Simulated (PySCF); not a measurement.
C2F5, SMILES F[C](F)C(F)(F)F, multiplicity 2. Atoms are numbered in the order given.

```xyz
7

F      1.5009    -0.0020    -1.0899
C      0.8656     0.3543     0.0000
F      1.5009    -0.0020     1.0899
C     -0.6078     0.0200     0.0000
F     -0.8115    -1.2996     0.0000
F     -1.1811     0.5270     1.0818
F     -1.1811     0.5270    -1.0818
```
Charge 0, spin multiplicity 2.

Geometry: PBE0-D3(BJ)/def2-SVP. The isomer is the one that the SMILES or the coordinates give; other isomers of the formula were not compared.

Level of theory: PySCF 2.14.0 with PBE0-D3(BJ)/def2-SVP.

No scaling factor is applied to the harmonic values.

Computed vibrational spectrum:
| mode | ν (cm⁻¹) | IR (km/mol) | moving atoms (share of kinetic energy) |
|---|---|---|---|
| 1 | 55 | 0.0 | F 99 % |
| 2 | 207 | 3.2 | F 96 % |
| 3 | 220 | 2.7 | F 92 % |
| 4 | 372 | 0.2 | F 97 % |
| 5 | 428 | 1.1 | F 93 % |
| 6 | 525 | 5.8 | F 84 %, C 16 % |
| 7 | 601 | 1.5 | F 89 %, C 11 % |
| 8 | 622 | 10.6 | F 81 %, C 19 % |
| 9 | 715 | 20.1 | C 50 %, F 50 % |
| 10 | 852 | 3.3 | F 67 %, C 33 % |
| 11 | 1177 | 258.5 | C 66 %, F 34 % |
| 12 | 1251 | 343.0 | C 73 %, F 27 % |
| 13 | 1301 | 263.4 | C 78 %, F 22 % |
| 14 | 1366 | 288.0 | C 72 %, F 28 % |
| 15 | 1474 | 20.3 | C 85 %, F 15 % |
